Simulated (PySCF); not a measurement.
**Ionisation energy of Ti⁺ by level of theory**

Ti⁺ [Ar] 3d2 4s1 (4F) → Ti²⁺ [Ar] 3d2 (3F), as a difference of total energies. Computed with PySCF 2.14 in Sapporo-DKH3-DZP-2012, with scalar relativity by spin-free X2C-1e. Correlated levels: valence: [Ar] frozen. The calculations carry no spin-orbit coupling.

| method | ionisation energy (eV) |
| --- | --- |
| UHF | 12.935 |
| TPSS | 13.657 |
| MN15 | 13.379 |
| MP2 (valence) | 13.080 |
| SCS-MP2 (valence) | 12.983 |

Problem. How much does correlation contribute at MP2 (valence)?

Solution. 13.080 − (12.935) = 0.145 eV, measured against UHF.

The reference lies between the lowest fine-structure levels, while these numbers refer to the centres of the terms.

Errors of the correlated levels include the incompleteness of this basis and the frozen core.

For comparison: 13.575 eV (measured; NIST Atomic Spectra Database, ionization energies).
